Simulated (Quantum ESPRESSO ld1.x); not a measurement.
Problem. The aim is neutral fluorine in [He] 2s2 2p5. This ld1.x (Quantum ESPRESSO 7.5) run was made with `OMP_NUM_THREADS=1 ld1.x < ld1.in > ld1.out`. Can the result be used? Name any fault.

```
 &input
    zed=9.0,
    iswitch=1,
    rel=1,
    lsd=1,
    dft='SLA-VWN',
    config='[He] 2s2 2p5 3p4',
    verbosity='high',
    prefix='ld1',
    max_out_wfc=37,
    file_charge='ld1.rho',
 /
```

Output (excerpt):

```
     Program LD1 v.7.5 starts

     Message from routine scf:
     warning: at least one error in KS equations
     --------------------------- All-electron run ----------------------------

     scalar relativistic calculation

     atomic number is  9.00
     dft =SLA-VWN   lsd =1 sic =0 latt =0  beta=0.20 tr2=1.0E-14
     Exchange-correlation= SLA-VWN
                           (   1   2   0   0   0   0   0)
     mesh =1851 r(mesh) =  99.76081 a.u. xmin = -8.00 dx = 0.00800
     1 Ry =  13.60569312 eV, c = 137.03599908

     n l     nl                  e(Ry)          e(Ha)          e(eV)
     1 0     1S 1( 1.00)     -48.454652981     -24.227326491   -659.2591388
     2 0     2S 1( 1.00)      -2.233995028      -1.116997514    -30.3950508
     2 1     2P 1( 3.00)      -0.883583606      -0.441791803    -12.0217674
     3 1     3P 1( 3.00)       0.000200959       0.000100480      0.0027342
     1 0     1S 2( 1.00)     -48.393169212     -24.196584606   -658.4226095
     2 0     2S 2( 1.00)      -2.113962852      -1.056981426    -28.7619298
     2 1     2P 2( 2.00)      -0.767187333      -0.383593666    -10.4381154
     3 1     3P 2( 1.00)       0.000200959       0.000100480      0.0027342

     final scf error:  1.5E-15 reached in  22 iterations

     Etot =    -198.411964 Ry,     -99.205982 Ha,   -2699.532289 eV
     Total magnetization:    3.00 Bohr mag.

     Ekin =     197.910149 Ry,      98.955075 Ha,    2692.704758 eV
     Encl =    -476.206110 Ry,    -238.103055 Ha,   -6479.114190 eV
     Eh   =      99.183972 Ry,      49.591986 Ha,    1349.466690 eV
     Exc  =     -19.299976 Ry,      -9.649988 Ha,    -262.589546 eV
```

Solution. No (spurious). The line at issue: config='[He] 2s2 2p5 3p4'. The string holds 13 electrons for Z = 9, so the species has charge -4 and is not the one meant. The equations of the added shell fail (the log warns of at least one error in the KS equations), so the printed solution is spurious even though the residual is small. The sound input gives -99.2064 hartree.
